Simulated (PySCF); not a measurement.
C₆H₆O₂SSi.
Atom-mapped SMILES: `[OH:1][Si@:2]1([c:3]2[cH:4][cH:5][cH:6][s:7]2)[CH:8]=[CH:9][O:10]1`

Geometry (GFN2-xTB, Å), atoms numbered from 1 in this order:
```xyz
16
C6H6O2SSi angstrom
O     -0.6713    2.5252    0.1427
Si    -0.9183    0.9485   -0.1310
C      0.7096    0.1061    0.1625
C      0.9624   -1.1889    0.5141
C      2.3361   -1.4834    0.6193
C      3.1159   -0.4072    0.3349
S      2.1853    0.9800   -0.0605
C     -2.1474    0.2997   -1.4179
C     -2.8844   -0.0786   -0.3757
O     -2.2280    0.3121    0.7727
H     -1.4055    3.1233    0.2665
H      0.1796   -1.9021    0.6994
H      2.7232   -2.4482    0.8945
H      4.1860   -0.3446    0.3375
H     -2.3235    0.1491   -2.4632
H     -3.8272   -0.5821   -0.2537
```

NICS is the negative of the GIAO shielding at a point without a nucleus: at the ring centre (0) and 1 Å above and below it (1); zz is the component along the ring normal. Level: GIAO PBE0/pcSseg-1 (PySCF, non-relativistic, gas phase) on the GFN2-xTB geometry, one conformer.

Rings: 1. Si2–C8–C9–O10; 2. C3–C4–C5–C6–S7.

| set | NICS(0) | NICS(1), two faces | NICS(1)zz, two faces |
| --- | --- | --- | --- |
| P | -1.4 | 0.0 / 0.1 | 5.3 / 5.1 |
| Q | -13.1 | -12.1 / -12.1 | -28.9 / -29.0 |

Which set (ppm) belongs to which ring?

P = 1, Q = 2.
- 1 (4-membered ring with O and Si; formal bonds 1 double, 3 single): mean NICS(1)zz 5.2 ppm, deshielded. Si2 has four or more neighbours, so the value isn't read as a sign of a π ring current.
- 2 (5-membered ring with S; formal bonds all aromatic): mean NICS(1)zz -28.9 ppm, shielded, aromatic by this magnetic criterion (flat ring, no four-coordinate atom).

How do the rings differ in shape?

```csv
ring,bond lengths (Å),rms pucker (Å),HOMA,nearest outside atom to a NICS(1) probe (Å)
1,"1.894, 1.331, 1.379, 1.714",0.01,–,hydrogen 2.24
2,"1.365, 1.409, 1.359, 1.717, 1.729",0.00,0.83,hydrogen 2.50
```

HOMA = 1 − mean of α(R − Ropt)² over the ring bonds, with Krygowski's 1993 parameters (CC: Ropt 1.388 Å, α 257.7 Å⁻²; CS: Ropt 1.677 Å, α 94.09 Å⁻²). A dash marks a ring with a four-coordinate atom, a triple bond, no multiple bond or a kind of bond without parameters.

On one thread, Arm Neoverse N1 (aarch64), shared host, this took 76 s wall and 0.96 GiB of memory at its peak. This is the whole shielding run at PBE0/pcSseg-1, SCF included.
